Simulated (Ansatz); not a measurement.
Diatomic O$_{2}$+, multiplicity 2 (the spin of the measured ground state). The T1 diagnostic near the minimum is 0.072, so single-reference values are doubtful.

The constants come from a fifth-degree fit in 1/R (seven points, main isotopes). In def2 and cc sets the state is the lowest found near the PBE0 minimum, followed along R.

Cores are frozen in the correlated methods.

Run with Ansatz (Gaussian orbitals). 

Quantity: ω_e, from seven points a level.

Costs are ratios of core time to PBE/def2-TZVPP (roughly 5 s), for whole runs (searches for the state included, and forces where a run took them) on one shared machine, so rough; each error counts from the measured 1905.9 cm⁻¹ [Irikura, J. Phys. Chem. Ref. Data 36, 389 (2007)].

| level | basis functions | cost |
|---|---|---|
| SVWN5/def2-TZVPP | 62 | ×0.7 |
| PBE0/def2-TZVPP | 62 | ×0.8 |
| B3LYP/def2-TZVPP | 62 | ×1 |
| PBE/def2-TZVPP | 62 | ×1 |
| B2PLYP/def2-TZVPP | 62 | ×1 |
| CAM-B3LYP/def2-TZVPP | 62 | ×1 |
| BHLYP/def2-TZVPP | 62 | ×1 |
| r2SCAN/def2-TZVPP | 62 | ×2 |
| wB97M-V/def2-TZVPP | 62 | ×2 |
| wB97X-V/def2-TZVPP | 62 | ×2 |
| B97M-V/def2-TZVPP | 62 | ×3 |

Problem. Which is the cheapest listed level whose error stays within 19 cm⁻¹?

Solution. none of those listed.

Each error (cm⁻¹): SVWN5/def2-TZVPP 94; PBE0/def2-TZVPP 224; B3LYP/def2-TZVPP 148; PBE/def2-TZVPP 26; B2PLYP/def2-TZVPP -67; CAM-B3LYP/def2-TZVPP 215; BHLYP/def2-TZVPP 354; r2SCAN/def2-TZVPP 120; wB97M-V/def2-TZVPP 211; wB97X-V/def2-TZVPP 225; B97M-V/def2-TZVPP 164.

Ansatz is a first-principles code.
